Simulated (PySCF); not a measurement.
## Cl⁻ (chlorine, charge -1) across methods

[Ar], closed-shell 1S. All numbers are calculated (PySCF 2.14, the non-relativistic Hamiltonian (point nucleus), in aug-cc-pV(Q+d)Z).

```json
{"method": "M06", "E (hartree)": "-460.2730", "mean ε 2p (eV)": "-189.65", "mean ε 3s (eV)": "-13.555", "mean ε 3p (eV)": "-0.891", "Σ⟨r²⟩ (bohr²)": "38.76", "⟨S²⟩": "0.000"}
{"method": "LDA", "E (hartree)": "-458.8067", "mean ε 2p (eV)": "-181.88", "mean ε 3s (eV)": "-11.211", "mean ε 3p (eV)": "0.107", "Σ⟨r²⟩ (bohr²)": "40.19", "⟨S²⟩": "0.000"}
{"method": "LC-wPBE", "E (hartree)": "-460.1684", "mean ε 2p (eV)": "-187.30", "mean ε 3s (eV)": "-16.737", "mean ε 3p (eV)": "-3.735", "Σ⟨r²⟩ (bohr²)": "38.44", "⟨S²⟩": "0.000"}
{"method": "UHF", "E (hartree)": "-459.57635", "mean ε 2p (eV)": "-209.41", "mean ε 3s (eV)": "-19.957", "mean ε 3p (eV)": "-4.090", "Σ⟨r²⟩ (bohr²)": "38.42", "⟨S²⟩": "0.000"}
{"method": "r2SCAN", "E (hartree)": "-460.2607", "mean ε 2p (eV)": "-184.71", "mean ε 3s (eV)": "-11.943", "mean ε 3p (eV)": "0.013", "Σ⟨r²⟩ (bohr²)": "39.17", "⟨S²⟩": "0.000"}
{"method": "PBE", "E (hartree)": "-460.1038", "mean ε 2p (eV)": "-181.87", "mean ε 3s (eV)": "-11.174", "mean ε 3p (eV)": "0.243", "Σ⟨r²⟩ (bohr²)": "40.13", "⟨S²⟩": "0.000"}
{"method": "PBEsol", "E (hartree)": "-459.4154", "mean ε 2p (eV)": "-181.64", "mean ε 3s (eV)": "-11.106", "mean ε 3p (eV)": "0.270", "Σ⟨r²⟩ (bohr²)": "40.01", "⟨S²⟩": "0.000"}
{"method": "revPBE", "E (hartree)": "-460.2091", "mean ε 2p (eV)": "-181.78", "mean ε 3s (eV)": "-11.134", "mean ε 3p (eV)": "0.294", "Σ⟨r²⟩ (bohr²)": "40.08", "⟨S²⟩": "0.000"}
```

(1) Estimate the same row for PBE0.

The highest occupied level is positive at LDA, r2SCAN, PBE, PBEsol, revPBE: only the finite basis holds that electron, which in a density functional comes from self-interaction.

Results:

(1) E (hartree) = -460.1401; mean ε 2p (eV) = -188.89; mean ε 3s (eV) = -13.541; mean ε 3p (eV) = -0.991; Σ⟨r²⟩ (bohr²) = 39.14; ⟨S²⟩ = 0.000.
